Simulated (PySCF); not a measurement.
Constitutional and geometric isomers with formula C2H4S3. Isolated molecules, 0 K electronic values unless said otherwise. One relaxed conformer stands for each flexible species; it need not be the lowest. Strings in code marks are SMILES.

Level of theory: ωB97X-D3(BJ)/def2-TZVP // PBE0-D3(BJ)/def2-TZVP in PySCF. All candidates: neutral, multiplicity 1. Delta-SCF ions had no search for a lower state. Excitations are Tamm–Dancoff values on a coarser integration grid. The basis has no diffuse functions, so Rydberg states are missing or too high.

* **vertical ionisation energy (Delta-SCF)**: 8.57 eV
* **HOMO–LUMO gap**: 9.74 eV
* **brightest of the four lowest singlets (TDA)**: 6.00 eV

Say which member has these values.
(A) `C=C(S)SS`
(B) `SC=C(S)S`
(C) `S/C=C/SS`
(D) `S=C(S)CS`

C, `S/C=C/SS`. The others give `SC=C(S)S`: 8.22 eV, 9.92 eV, 5.40 eV; `S=C(S)CS`: 8.85 eV, 8.77 eV, 4.96 eV; `C=C(S)SS`: 8.84 eV, 10.36 eV, 6.31 eV
